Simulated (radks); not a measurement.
Question: The mean radii <r> (bohr) of the occupied orbitals of an atom or ion are listed with their occupations. All-electron calculation, scalar-relativistic Kohn-Sham, BLYP, spin-polarised, spherical densities, finite nucleus; Fermi nuclear charge, rms radius of each element as measured or else 0.836 A^(1/3) + 0.57 fm. Program: a radial shooting solver on a logarithmic mesh with Libxc functionals.

orbital  occ.      <r>
1s up       1  0.09096
1s down     1  0.09095
2s up       1   0.4430
2s down     1   0.4429
2p up       3   0.4047
2p down     3   0.4046
3s up       1    1.350
3s down     1    1.353
3p up       1    1.443
7f up       1    15.27

Name the element and its charge. Open shells, if any, are filled with parallel spins first.

Answer: Z = 17, chlorine, charge +3: Cl3+ in [Ne] 3s2 3p1 7f1. The 1s radius gives Z: for a bare nucleus <r> = (2 gamma + 1)/(2Z) with gamma = sqrt(1 - (Z/c)^2), 0.08778 bohr for Z = 17, and screening makes it slightly larger (0.09096 here). The occupations add up to 14, and the charge is Z minus that.
